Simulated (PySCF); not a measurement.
C2H9AlO4Si, singlet, at a GFN2-xTB geometry (such geometries of metal compounds can be far from the true shape); PySCF with DF-R2SCAN/def2-SV(P).

Input for PySCF:
```python
from pyscf import gto, scf, dft

mol = gto.M(
    atom='''
Al   -0.08361096    1.59059272    0.93055930
C     1.11752489    3.02428199    0.23274765
H     2.16434657    2.70498471    0.24167730
H     1.05563987    3.95047062    0.80606611
H     0.88254577    3.26911754   -0.80779408
C    -1.34209611    1.62721872    2.47896089
H    -2.36270423    1.38378647    2.16792379
H    -1.37590383    2.59633354    2.97894984
H    -1.06879980    0.88199479    3.23229515
O    -0.02580329    0.13964329    0.09061247
Si    0.06261606   -1.26432402   -0.73781197
O     1.21961170   -2.20704706   -0.10619565
O     0.41028313   -0.96727297   -2.29221237
O    -1.34768025   -2.05822347   -0.66254550
H     1.04529252   -2.63577188    0.72586984
H     1.26435372   -0.60037842   -2.49971675
H    -2.09831567   -1.69350873   -1.12069751
''',
    basis='def2-sv(p)',
    verbose=4,
)

mf = dft.RKS(mol)
mf.xc = 'r2scan'
mf.grids.level = 7
mf = mf.density_fit(auxbasis='def2-universal-jkfit')
mf.kernel()
```

What the program printed (banner, timings and long lists left out):

```
PySCF version 2.14.0

[INPUT] verbose = 4
[INPUT] num. atoms = 17
[INPUT] num. electrons = 80
[INPUT] charge = 0
[INPUT] spin (= nelec alpha-beta = 2S) = 0
[INPUT] symmetry False subgroup None
[INPUT] Mole.unit = angstrom
[INPUT] Symbol           X                Y                Z      unit          X                Y                Z       unit  Magmom
[...]
nuclear repulsion = 552.771773728162
number of shells = 70
number of NR pGTOs = 252
number of NR cGTOs = 138
basis = def2-sv(p)
ecp = {}

******** <class 'pyscf.df.df_jk.DFRKS'> ********
method = DFRKS
initial guess = minao
damping factor = 0
level_shift factor = 0
DIIS = <class 'pyscf.scf.diis.CDIIS'>
diis_start_cycle = 1
diis_space = 8
diis_damp = 0
SCF conv_tol = 1e-09
SCF conv_tol_grad = None
SCF max_cycles = 50
direct_scf = False
XC library pyscf.dft.libxc version 7.1.2
    S. Lehtola, C. Steigemann, M. J. T. Oliveira, and M. A. L. Marques,  SoftwareX 7, 1–5 (2018)
XC functionals = r2scan
    J. W. Furness, A. D. Kaplan, J. Ning, J. P. Perdew, and J. Sun,  J. Phys. Chem. Lett. 11, 8208–8215 (2020)
    J. W. Furness, A. D. Kaplan, J. Ning, J. P. Perdew, and J. Sun,  J. Phys. Chem. Lett. 11, 9248–9248 (2020)
    J. W. Furness, A. D. Kaplan, J. Ning, J. P. Perdew, and J. Sun,  J. Phys. Chem. Lett. 11, 8208–8215 (2020)
    J. W. Furness, A. D. Kaplan, J. Ning, J. P. Perdew, and J. Sun,  J. Phys. Chem. Lett. 11, 9248–9248 (2020)
radial grids:
    Treutler-Ahlrichs [JCP 102, 346 (1995); DOI:10.1063/1.469408] (M4) radial grids

becke partition: Becke, JCP 88, 2547 (1988); DOI:10.1063/1.454033
pruning grids: <function nwchem_prune>
grids dens level: 7
symmetrized grids: False
atomic radii adjust function: <function treutler_atomic_radii_adjust>
small_rho_cutoff = 0
Set gradient conv threshold to 3.16228e-05
Initial guess from minao.
tot grids = 1144344
init E= -914.440521763801
[...]
cycle= 1 E= -913.503963263486  delta_E= 0.937  |g|= 1.52  |ddm|= 4.21
[...]
cycle= 2 E= -912.737341561743  delta_E= 0.767  |g|= 2.43  |ddm|= 2.99
[...]
cycle= 3 E= -913.932029745699  delta_E= -1.19  |g|= 0.34  |ddm|= 2.08
[...]
cycle= 4 E= -913.954813396841  delta_E= -0.0228  |g|= 0.107  |ddm|= 0.336
[...]
cycle= 5 E= -913.956856354268  delta_E= -0.00204  |g|= 0.0289  |ddm|= 0.0864
[...]
cycle= 6 E= -913.957042778451  delta_E= -0.000186  |g|= 0.0068  |ddm|= 0.0301
[...]
cycle= 7 E= -913.957053440957  delta_E= -1.07e-05  |g|= 0.00119  |ddm|= 0.00659
[...]
cycle= 8 E= -913.957053751615  delta_E= -3.11e-07  |g|= 0.000326  |ddm|= 0.00153
[...]
cycle= 9 E= -913.957053775754  delta_E= -2.41e-08  |g|= 0.000119  |ddm|= 0.000437
[...]
cycle= 10 E= -913.95705377818  delta_E= -2.43e-09  |g|= 3.98e-05  |ddm|= 0.000108
[...]
cycle= 11 E= -913.957053778494  delta_E= -3.14e-10  |g|= 6.44e-06  |ddm|= 3.89e-05
[...]
Extra cycle  E= -913.957053778489  delta_E= 5.91e-12  |g|= 7.31e-06  |ddm|= 1.41e-05
converged SCF energy = -913.957053778489
```
